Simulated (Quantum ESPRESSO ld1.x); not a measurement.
Results of a calculation; reference values are marked as such.
Problem. Species: the iridium ion Ir3+. Configuration: [Xe] 4f14 5d6. Code: ld1.x of Quantum ESPRESSO 7.5. Model: Dirac Kohn-Sham, PW91, spin-unpolarised, spherical densities, point nucleus; open shells fill j = l - 1/2 first. Some entries of the table are withheld. Estimate them.

| orbital | occ. | eigenvalue (eV) | <1/r> (bohr^-1) | <r^2> (bohr^2) |
|---|---|---|---|---|
| 1s1/2 | 2 | (1) | 92.26 | 0.0004193 |
| 2s1/2 | 2 | -13321.0 | 22.58 | 0.006357 |
| 2p1/2 | 2 | -12760.9 | 22.53 | 0.004516 |
| 2p3/2 | 4 | -11132.6 | 18.59 | 0.005709 |
| 3s1/2 | 2 | -3139.43 | 8.288 | 0.04138 |
| 3p1/2 | 2 | -2888.74 | 8.199 | 0.03783 |
| 3p3/2 | 4 | -2532.22 | 7.175 | 0.04431 |
| 3d3/2 | 4 | -2114.09 | (2) | 0.03413 |
| 3d5/2 | 6 | -2037.06 | (3) | 0.03590 |
| 4s1/2 | 2 | -694.357 | 3.497 | 0.2023 |
| 4p1/2 | 2 | (4) | 3.386 | 0.2073 |
| 4p3/2 | 4 | (5) | 3.030 | 0.2411 |
| 4d3/2 | 4 | (6) | 2.822 | 0.2578 |
| 4d5/2 | 6 | (7) | 2.739 | 0.2701 |
| 5s1/2 | 2 | -129.048 | 1.395 | 1.070 |
| 5p1/2 | 2 | (8) | 1.269 | 1.268 |
| 4f5/2 | 6 | -95.1934 | 2.334 | 0.3453 |
| 4f7/2 | 8 | -92.0711 | 2.301 | 0.3555 |
| 5p3/2 | 4 | (9) | 1.143 | 1.506 |
| 5d3/2 | 4 | -37.5930 | 0.8520 | 2.687 |
| 5d5/2 | 2 | -36.1489 | 0.8248 | 2.849 |

Solution. 
(1) 1s1/2 eigenvalue (eV): -76058.9
(2) 3d3/2 <1/r> (bohr^-1): 7.072
(3) 3d5/2 <1/r> (bohr^-1): 6.835
(4) 4p1/2 eigenvalue (eV): -588.626
(5) 4p3/2 eigenvalue (eV): -504.277
(6) 4d3/2 eigenvalue (eV): -331.097
(7) 4d5/2 eigenvalue (eV): -315.443
(8) 5p1/2 eigenvalue (eV): -95.7551
(9) 5p3/2 eigenvalue (eV): -82.0065
